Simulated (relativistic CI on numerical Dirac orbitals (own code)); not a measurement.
**Slater and spin-orbit integrals, Ne⁶⁺**

Method of calculation: Dirac-Coulomb-Breit CI, separate exchange-only KLI orbitals for each configuration, QED by a radiative potential, unscaled Slater integrals (own radial code, finite nucleus).

Slater integrals F^k, G^k are unscaled and averaged over j, outside the closed core 1s2; ζ comes from projecting the Hamiltonian with its Breit term on Σ l·s of the shell.

- 2s2p: G^1(2s,2p) = 172270, ζ(2p) = 981.37 cm⁻¹; <r>(2s) = 0.7091, <r^2>(2s) = 0.5886, <r>(2p) = 0.6339, <r^2>(2p) = 0.4874 (bohr units).
- 2p²: F^2(2p,2p) = 148840, ζ(2p) = 956.22 cm⁻¹; <r>(2p) = 0.6384, <r^2>(2p) = 0.4945 (bohr units).
- 2p3s: ζ(2p) = 1070.5, G^1(2p,3s) = 15428 cm⁻¹; <r>(2p) = 0.619, <r^2>(2p) = 0.4654, <r>(3s) = 1.717, <r^2>(3s) = 3.338 (bohr units).

Averages of the first 10 configurations, taken without configuration mixing, which lowers the lowest level and can move excited configurations by several eV; other configurations of the list can lie among them:

| Configuration | Parity | States | Average energy above the lowest level (eV) |
| --- | --- | --- | --- |
| 2s² | even | 1 | 3.2 |
| 2s2p | odd | 12 | 17.6 |
| 2p² | even | 15 | 38.5 |
| 2p3s | odd | 12 | 139.4 |
| 2p3p | even | 36 | 144.5 |
| 2s3s | even | 4 | 122.4 |
| 2s3p | odd | 12 | 128.0 |
| 2s3d | even | 20 | 131.6 |
| 2s4s | even | 4 | 161.2 |
| 2s4p | odd | 12 | 163.4 |
